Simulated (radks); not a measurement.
Results of a calculation; reference values are marked as such.
Q: Ionisation of Si+, [Ne] 3s2 3p1, to Si2+, [Ne] 3s2, under several functionals. Non-relativistic Kohn-Sham, spin-polarised, spherical densities, point nucleus; open shells are filled with parallel spins first; a radial shooting solver on a logarithmic mesh with Libxc functionals. The NIST Atomic Spectra Database gives 16.346 eV (measured). Rank these functionals by the error of their Delta-SCF ionisation energy: OLYP; exchange-only B88; revTPSS; RPBE; r2SCAN; XLYP.

A: From best to worst: RPBE 16.261 eV (-0.084); revTPSS 16.237 eV (-0.109); r2SCAN 16.194 eV (-0.152); XLYP 16.155 eV (-0.191); OLYP 16.148 eV (-0.198); exchange-only B88 15.535 eV (-0.811). Open shells are spherical and high-spin; term and fine-structure splittings are not resolved.
